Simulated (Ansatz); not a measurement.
`N[Si](F)(F)[Te][InH2]`, 10 atoms. The species carries charge 0 and has multiplicity 1. Correlated methods include outer-core shells of In, Te, which these sets cover unevenly. Te, In: def2 effective core potential. Hardware: A = 2 threads of an AMD EPYC 7R13 on a shared host and a share of an NVIDIA H100 80 GB; B = 2 threads of an AMD EPYC 7R13 on a shared host. Correlated methods freeze the cores. Open-shell runs search over several starts.

Question: How many basis functions does each run have, and how long does it take in Ansatz? RKS PBE0-D4/def2-TZVP frequencies [A]; UKS ωB97X-V/def2-TZVPP energy of the cation [A]; RHF-MP2/def2-QZVPP energy [A]; UHF-MP2/def2-QZVPP energy of the cation [A]; UKS r2SCAN-D4/def2-TZVPP energy of the cation [A]; RHF-CCSD(T)/def2-TZVPP energy [A]; direct RPA on PBE orbitals/def2-TZVPP energy [A]; UKS B2PLYP (frozen core)/def2-TZVPP energy of the cation [A]; UKS PBE-D4/def2-TZVPP energy of the cation [A]; RKS PBE0-D4/def2-SVP energy [B]; UHF-CCSD(T)/def2-TZVPP energy of the cation [A]; RKS revPBE-D4/def2-TZVPP energy [A]. (Best estimate.)

Answer: The calculation gave: Other jobs shared the machine, so times are rough.

```csv
level,job,functions,wall time,peak host memory (GiB)
RKS revPBE-D4/def2-TZVPP,energy [A],291,1.8 s,0.84
RKS PBE0-D4/def2-SVP,energy [B],132,3.6 s,0.58
RHF-MP2/def2-QZVPP,energy [A],525,3.8 s,1.1
direct RPA on PBE orbitals/def2-TZVPP,energy [A],291,4.2 s,1.4
UKS PBE-D4/def2-TZVPP,energy of the cation [A],291,5.5 s,0.9
UKS r2SCAN-D4/def2-TZVPP,energy of the cation [A],291,6 s,0.98
UHF-MP2/def2-QZVPP,energy of the cation [A],525,6.5 s,1.2
UKS B2PLYP (frozen core)/def2-TZVPP,energy of the cation [A],291,7 s,1.4
UKS ωB97X-V/def2-TZVPP,energy of the cation [A],291,8 s,1.1
RHF-CCSD(T)/def2-TZVPP,energy [A],291,9 s,0.87
UHF-CCSD(T)/def2-TZVPP,energy of the cation [A],291,58 s,1.5
RKS PBE0-D4/def2-TZVP,frequencies [A],254,2 min,0.94
```
